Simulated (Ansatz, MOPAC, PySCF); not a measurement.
Complex: NH3 (SMILES N) (first 4 atoms) with Si2H6 (SMILES [SiH3][SiH3]); geometry from B3LYP-D3(BJ)/def2-TZVP, rigid monomers moved along the line of their centres of mass till N1···Si5 is 5.56 Å.
(charge 0, multiplicity 1):
```xyz
12

N     -0.4125     0.1890     0.9608
H     -0.3598    -0.6942     0.4668
H     -1.3615     0.5340     0.8745
H      0.1981     0.8436     0.4856
Si     0.8133    -1.3724     6.1540
Si     0.9303     0.9619     6.3101
H      1.1016    -2.0026     7.4714
H      1.8087    -1.8996     5.1903
H     -0.5402    -1.8171     5.7434
H      1.2642     1.3859     7.6972
H     -0.3670     1.5899     5.9616
H      1.9830     1.5088     5.4205
```

Monomers are frozen at their geometry in the pair; levels with a basis set take the counterpoise correction. Rows marked so take none.

Frozen-core correlation. Rows in 3-21G, 6-31G*, STO-3G carry no dispersion term and start afresh at each structure (6-31G* with six Cartesian d functions). MP2/6-31G* freezes PySCF's default core. The state that PM6 reach isn't checked.

The values were computed with Ansatz (Gaussian basis) for Hartree–Fock, density functionals and correlated methods; MOPAC for PM6 (differences of heats of formation); PySCF for 3-21G rows, 6-31G* rows, STO-3G rows. Each number belongs to the level named beside it.

```csv
level,interaction energy (meV)
PM6,-4.0
HF/STO-3G (no counterpoise),-12.1
HF/3-21G (no counterpoise),-20.7
HF/6-31G* (no counterpoise),-21.6
PBE/def2-TZVPPD,-13.8
B3LYP/6-31G* (no counterpoise),-17.7
M06-2X/6-31G* (no counterpoise),-19.5
MP2/6-31G* (no counterpoise),-22.3
CCSD/aug-cc-pV(D+d)Z,[?]
```

Problem. Complete the blanks.

Solution. 
- CCSD/aug-cc-pV(D+d)Z, interaction energy (meV): -18.8

Ansatz is a quantum-chemistry and plane-wave program.
